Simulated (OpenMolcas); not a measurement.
# Mo III: CASPT2 settings compared

```yaml
Program: OpenMolcas
Basis: ANO-R2 [7s5p4d2f1g]
Scalar_Hamiltonian: X2C, finite nucleus
Active_space: 4 electrons in 5 orbitals (4d)
State_averaging: 2S+1 = 5 even, 5 roots; 2S+1 = 3 even, 45 roots kept (CI in the orbitals of an earlier block); 2S+1 = 1 even, 50 roots kept (CI in the orbitals of an earlier block)
Spin-orbit_coupling: state interaction with AMFI integrals over the reference wave functions, term energies averaged over their components
```

Methods on the same reference wave functions:
A. CASSCF
B. SS-CASPT2, IPEA 0.2 Eh, imaginary shift 0.1 Eh (closed shells correlated: none)
C. MS-CASPT2, IPEA 0.2 Eh, imaginary shift 0.1 Eh (closed shells correlated: none)
D. XMS-CASPT2, IPEA 0.2 Eh, imaginary shift 0.5 Eh (closed shells correlated: 4s 4p)
E. XMS-CASPT2, IPEA 0.2 Eh, sigma1 regulariser 0.05 Eh (closed shells correlated: 4s 4p)

Energies in eV above 4d4 5D0, the measured ground level; measured values from Sugar and Musgrove, J. Phys. Chem. Ref. Data 17, 155 (1988).

```
            Level       A       B       C       D       E  Measured
          4d4 5D0  0.0000  0.0000  0.0000  0.0000  0.0000    0.0000
          4d4 5D1  0.0274  0.0305  0.0306  0.0291  0.0296    0.0300
          4d4 5D2  0.0778  0.0841  0.0842  0.0811  0.0821    0.0829
          4d4 5D3  0.1459  0.1533  0.1535  0.1497  0.1509    0.1518
          4d4 5D4  0.2275  0.2334  0.2334  0.2304  0.2314    0.2321
   4d4 3H4 [74 %]  1.9441   1.815   1.814   1.770   1.779    1.5721
       4d4 3P0(1)  1.9919   1.407   1.405   1.609   1.522    1.3823
          4d4 3H5  2.0062   1.896   1.896   1.841   1.853    1.6460
          4d4 3H6  2.0661   1.961   1.962   1.906   1.920    1.7124
       4d4 3P1(1)  2.1478   1.561   1.560   1.769   1.680    1.5511
4d4 3F3(1) [72 %]  2.2562   1.899   1.893   1.954   1.930    1.7294
       4d4 3F2(1)  2.2671   1.882   1.875   1.966   1.933          
4d4 3F4(1) [75 %]  2.2864   1.942   1.942   1.994   1.971    1.7725
       4d4 3P2(1)  2.3877   1.797   1.798   2.004   1.914          
   4d4 3G3 [72 %]  2.4916   2.222   2.224   2.178   2.167    1.9678
          4d4 3G4  2.5424   2.280   2.282   2.223   2.216    2.0188
          4d4 3G5  2.5806   2.341   2.341   2.270   2.267    2.0723
          4d4 1I6  2.9883   2.842   2.842   2.676   2.703    2.5157
          4d4 3D3  3.1470   2.697   2.697   2.628   2.608    2.4162
          4d4 3D2  3.1657   2.695   2.693   2.646   2.618    2.4272
       4d4 1G4(1)  3.1971   2.828   2.827   2.757   2.758    2.5555
          4d4 3D1  3.1974   2.749   2.749   2.681   2.661          
       4d4 1S0(1)  3.6639   3.041   3.026   3.014   3.005    2.8504
       4d4 1D2(1)  3.8709   3.063   3.062   3.212   3.077    2.8276
```

Deviations, from unrounded energies. A percentage is the sum of absolute deviations over the sum of measured energies, with the sign that they share, or ± where signs differ.

```csv
Against measurement,Levels,A,B,C,D,E
mean absolute deviation (cm-1),20,3800,1400,1400,1400,1200
fine structure of the ground term (%),4,-3.7,+0.9,+1.0,-1.3,-0.6
other terms of the ground configuration (%),16,+28.3,+10.5,+10.4,+10.4,+9.3
```

E lies closest to measurement on these levels and A furthest from it. The largest miss of E in the table is 4d4 1D2(1), by +2000 cm-1. The ranking rests on the paired levels alone, and a cruder setting can come out closer through cancelling errors.

Among B to E the level of the table that moves most is 4d4 3P1(1), by 1700 cm-1 (lowest in C, highest in D). Moves below CASPT2's spread within the term are not significant.

The mean deviations of B to E differ by less than CASPT2's widest spread within a term (1900 cm-1), so their order carries little weight.

From A to B the spin-free energies of the other terms of 4d4 shown, above 5D, scale by factors of 0.72 to 0.94, as is usual when dynamic correlation screens the repulsion within a d or f shell.

The lowest spin-free term lies below A's lowest term by 0.039 hartree in B, 0.039 hartree in C, 0.320 hartree in D, 0.320 hartree in E.

CASPT2 breaks the degeneracy within a term, and the mean is taken; among the terms shown or strongly mixed into the levels shown the widest spread is 1900 cm-1 (4d4 1I, E). Levels of configurations with an s electron are missing; early in the row they begin among the upper levels of the d shell and mix with terms of their name. Terms from blocks run as CI alone lack orbitals of their own. The CASPT2 spread within a term exceeds the gap to the next term for 4d4 3H and 4d4 3F(1), so the order of their levels is uncertain, and so are names and mixing where such terms share a J (figures for B; the like holds for C, D, E). Without dynamic correlation excited terms often stand tens of per cent too high (terms of higher spin than the ground term too low), and those without a measured partner can miss by more than the paired ones (holds for A). Some levels mix across a computed gap that differs much from the measured one, so their mixing is not that of the real levels (holds for A; B; C; D). Some terms miss by over 15 % even with CASPT2, which points to a basis or an active space too small for the shells correlated (holds for B; C; D). Computed and measured levels are paired by configuration, term and J; levels that our copy of the source lacks, or whose pairing is in doubt (as where it misses far off the trend of its configuration), stay unpaired and out of the deviations. Only configurations of the active space appear. Levels that lie high or do not pair safely by name in every column are left out.

A share in square brackets marks a mixed level and gives the weight of the term that names it, the lowest over the columns. A number in round brackets counts repeated terms of one configuration in the order of the reference energies.
